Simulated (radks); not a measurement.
Numerical settings for neutral hydrogen, 1s1. All-electron calculation, Dirac Kohn-Sham, BLYP, spin-unpolarised, spherical densities, point nucleus. Program: a radial shooting solver on a logarithmic mesh with Libxc functionals. The defaults (mesh step 0.008 in ln r, mesh end at 40 bohr or more with all orbitals vanishing there, Anderson mixing 0.5 over 9 steps, residual threshold near 1e-9 with the energy settled to 1e-9 hartree or 1e-11 of itself, here a cap of 52 iterations) give E = -0.4626 hartree and 1s1/2 at -6.531 eV in 13 iterations. Run on one thread of a shared host, so times are rough (Arm Neoverse V2): 0.02 s of CPU time, 0.02 s wall, 13 iterations on 2476 mesh points. Changes against that run (0 stands for a change within the tolerance of the run):

mesh step in ln r 0.08: iterations 13; converged yes; E (mhartree) 0; e(1s1/2) (meV) 0; CPU (s) 0
mesh step in ln r 0.005: iterations 13; converged yes; E (mhartree) 0; e(1s1/2) (meV) 0; CPU (s) 0.03
mesh step in ln r 0.05: iterations 13; converged yes; E (mhartree) 0; e(1s1/2) (meV) 0; CPU (s) 0.01
mesh end (bohr) 2: iterations 11; converged level above zero; E (mhartree) +428; e(1s1/2) (meV) +1.64e+04; CPU (s) 0.01
mesh end (bohr) 3: iterations 11; converged yes; E (mhartree) +97.5; e(1s1/2) (meV) +4.67e+03; CPU (s) 0.02
residual threshold 1e-05: iterations 8; converged yes; E (mhartree) 0; e(1s1/2) (meV) +0.0183; CPU (s) 0.01
residual threshold 0.1: iterations 8; converged yes; E (mhartree) 0; e(1s1/2) (meV) +0.0183; CPU (s) 0.01
mixing 0.2: iterations 14; converged yes; E (mhartree) 0; e(1s1/2) (meV) 0; CPU (s) 0.02
linear mixing, mixing 1: iterations 15; converged yes; E (mhartree) 0; e(1s1/2) (meV) 0; CPU (s) 0.02
linear mixing, mixing 0.05: iterations 52; converged no; E (mhartree) +0.00949; e(1s1/2) (meV) -431; CPU (s) 0.06
mixing history 2: iterations 20; converged yes; E (mhartree) 0; e(1s1/2) (meV) 0; CPU (s) 0.02
iteration cap 8: iterations 8; converged no; E (mhartree) 0; e(1s1/2) (meV) 0; CPU (s) 0.01

Settled on a wrong energy, with an occupied level pushed above zero by the early mesh end: mesh end (bohr) 2 (+0.428 hartree). Apart from these: settings that end as converged yet miss the energy by more than 1 mhartree: mesh end (bohr) 3 (+0.0975 hartree). A mesh that ends early acts as a hard wall.
